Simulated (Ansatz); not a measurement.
C₆H₁₉GeN₃⁺, that is GeH(NMe2)3 with one electron fewer. Charge 1, multiplicity 2. Geometry PBE-D4/def2-SVP, that of the neutral singlet; atoms count from 1.

Cartesian coordinates in Å:
```
Ge 0.7283 0.0090 0.2286
H 2.1466 0.2098 0.8423
N 0.3331 1.5945 -0.6502
C -0.9717 1.7654 -1.2553
C 0.9729 2.8284 -0.2508
H -1.7128 2.2638 -0.5785
H -1.3901 0.7817 -1.5502
H -0.9062 2.3905 -2.1776
H 1.9594 2.6253 0.2143
H 1.1532 3.4891 -1.1325
H 0.3728 3.4279 0.4819
N -0.3540 -0.5387 1.6325
C -1.7664 -0.7595 1.4007
C -0.0230 -0.1666 2.9904
H -2.1529 -1.5848 2.0451
H -1.9406 -1.0522 0.3453
H -2.3975 0.1412 1.6150
H 1.0696 -0.0053 3.0971
H -0.5361 0.7679 3.3372
H -0.3092 -0.9732 3.7073
N 0.4531 -1.2849 -1.0596
C 0.3812 -2.6821 -0.6837
C 0.8721 -1.0553 -2.4269
H -0.3939 -3.2197 -1.2805
H 0.1127 -2.7751 0.3873
H 1.3471 -3.2259 -0.8450
H 0.9639 0.0320 -2.6190
H 1.8576 -1.5314 -2.6653
H 0.1306 -1.4717 -3.1498
```

Single mean-field runs in def2-TZVP are fitted with def2-universal-jkfit.

Q: Estimate the Mulliken populations from the PBE0/def2-TZVP orbitals of Ansatz.

A: 
```tsv
atom	charge (e)	spin (α − β)
Ge1	0.23	-0.08
H2	0.10	0.00
N3	-0.10	0.46
C4	-0.34	-0.02
C5	-0.32	-0.02
H6	0.17	0.03
H7	0.18	0.00
H8	0.19	0.03
H9	0.17	0.00
H10	0.19	0.03
H11	0.17	0.03
N12	-0.10	0.46
C13	-0.34	-0.02
C14	-0.32	-0.02
H15	0.19	0.03
H16	0.18	0.00
H17	0.17	0.03
H18	0.17	0.00
H19	0.17	0.03
H20	0.19	0.03
N21	-0.21	-0.01
C22	-0.31	0.00
C23	-0.31	0.00
H24	0.15	0.00
H25	0.14	0.00
H26	0.15	0.00
H27	0.13	0.00
H28	0.15	0.00
H29	0.15	0.00
```
Mulliken values depend strongly on the basis.

Q: Where does the spin sit?

A: Summed by element: Ge -0.08, H 0.25, N 0.91, C -0.08, of 1 unpaired in all. Largest on single atoms: N3 0.46, N12 0.46, Ge1 -0.08.

Q: And the Mayer bond orders between heavy atoms (over 0.3)?

A: Ge1–N3 0.94 (1.86 Å); Ge1–N12 0.94 (1.86 Å); Ge1–N21 1.18 (1.85 Å); N3–C4 0.96 (1.45 Å); N3–C5 0.97 (1.45 Å); N12–C13 0.96 (1.45 Å); N12–C14 0.97 (1.45 Å); N21–C22 0.95 (1.45 Å); N21–C23 0.95 (1.45 Å).
